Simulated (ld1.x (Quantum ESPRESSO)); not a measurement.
**Scattering properties, ultrasoft potential for nitrogen**

N, ultrasoft, made with ld1.x (Quantum ESPRESSO) 7.5 (PBE, scalar-relativistic). Core [He], reference 2s2 2p3. Waves: 2s (bound): rcut 0.65, rcutus 0.90 bohr; 2s channel at -1 Ry: rcut 0.65, rcutus 0.90 bohr; 2p (bound): rcut 1.75, rcutus 2.15 bohr; 2p channel at 1.1 Ry: rcut 1.75, rcutus 2.15 bohr; 3d channel at 0.3 Ry: rcut 1.90, rcutus 2.10 bohr; 3d channel at 1.2 Ry: rcut 1.90, rcutus 2.10 bohr. Local part: all-electron potential smoothed inside 1.60 bohr (lloc = -1). Core correction: a·sin(br)/r model core, default radius (core density twice the valence density). Augmentation charge: PSQ, radius 0.75 bohr.

The phase is arctan(r·u′/u) with u = r·R(r), unwrapped; energies in Ry, scanned from -3 to 5 Ry. A pole is an energy at which the radial function vanishes at the test radius. The pseudo phase is shifted by a multiple of π to meet the all-electron one at the reference energy, and phase errors are pseudo minus all-electron; the curves can meet again beyond the range given. Levels narrower than the energy grid can be missing from the lists of poles.

**Question.** For each channel, where are the poles, and over which energies does the pseudopotential scatter like the atom?

**Answer.**

```
channel  radius (bohr)  reference energy (Ry)  poles, all-electron  poles, pseudo  unbroken range about the reference energy with phases within 0.05 rad  phase error 1 Ry above the reference energy (rad)
      s           2.36                  -1.37                -1.04          -1.04                                                        the whole range                                             -0.000
      p           2.36                  -0.52                -0.12    -0.13, 4.94                                                        the whole range                                             -0.000
      d           2.36                   0.30                 3.86           3.88                                                        the whole range                                             -0.000
```

Phases in the p channel:

| E (Ry) | all-electron | pseudo |
| --- | --- | --- |
| -3.00 | 1.313 | 1.312 |
| -2.76 | 1.300 | 1.299 |
| -2.52 | 1.284 | 1.283 |
| -2.28 | 1.265 | 1.264 |
| -2.04 | 1.240 | 1.239 |
| -1.80 | 1.208 | 1.206 |
| -1.56 | 1.161 | 1.160 |
| -1.32 | 1.087 | 1.085 |
| -1.08 | 0.944 | 0.943 |
| -0.84 | 0.558 | 0.556 |
| -0.60 | -0.622 | -0.622 |
| -0.36 | -1.348 | -1.348 |
| -0.12 | -1.574 | -1.574 |
| 0.12 | -1.685 | -1.686 |
| 0.36 | -1.762 | -1.762 |
| 0.60 | -1.827 | -1.827 |
| 0.84 | -1.892 | -1.893 |
| 1.08 | -1.968 | -1.968 |
| 1.32 | -2.064 | -2.065 |
| 1.56 | -2.201 | -2.202 |
| 1.80 | -2.411 | -2.417 |
| 2.04 | -2.749 | -2.768 |
| 2.28 | -3.234 | -3.275 |
| 2.52 | -3.708 | -3.758 |
| 2.76 | -4.032 | -4.077 |
| 3.00 | -4.230 | -4.270 |
| 3.24 | -4.356 | -4.392 |
| 3.48 | -4.442 | -4.476 |
| 3.72 | -4.504 | -4.537 |
| 3.96 | -4.552 | -4.585 |
| 4.20 | -4.590 | -4.623 |
| 4.44 | -4.621 | -4.656 |
| 4.68 | -4.647 | -4.684 |
| 4.92 | -4.670 | -4.710 |
